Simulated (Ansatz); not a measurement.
Job for Ansatz (a program for electronic structure): U-PBE/def2-TZVPP on HITe (SMILES [TeH]I), a point of a bond scan (R = 5.451 Å). Elements past Kr take the def2 small-core potentials; no spin–orbit coupling.

Ansatz 0.2 input:
```yaml
crystal:
  periodic: [false, false, false]
  atoms:
    - {symbol: Te, position_ang: [0.44277999, 0.90828797, 0.91299334]}
    - {symbol: H, position_ang: [0.69536625, 2.07817325, -0.24428522]}
    - {symbol: I, position_ang: [-1.33787153, -2.76901051, -2.69530912]}
basis:
  gaussian:
    orbitals: def2-TZVPP
hamiltonian:
  xc: {name: PBE}
magnetization: {spin_polarized: true, initial_magnetization: 0}
```

The head of its log:

```
WARN ansatz: RAYON_NUM_THREADS=1 ignored (pool sized by the plan → 1); use --threads N
Functional definition: PBE
integrals: 0.03 GiB planned
812 factors; their error is unknown
mean field: 0.31 GiB planned
mean field evaluation 1: about -15402.4642 eV, gradient 1.6e1 eV
mean field evaluation 2: about -15304.9686 eV, gradient 8.0e1 eV
```

Give the final energy of this run.

-566.2519 hartree. Its determinant has ⟨S²⟩ = 1.00, a mixture of spin states.
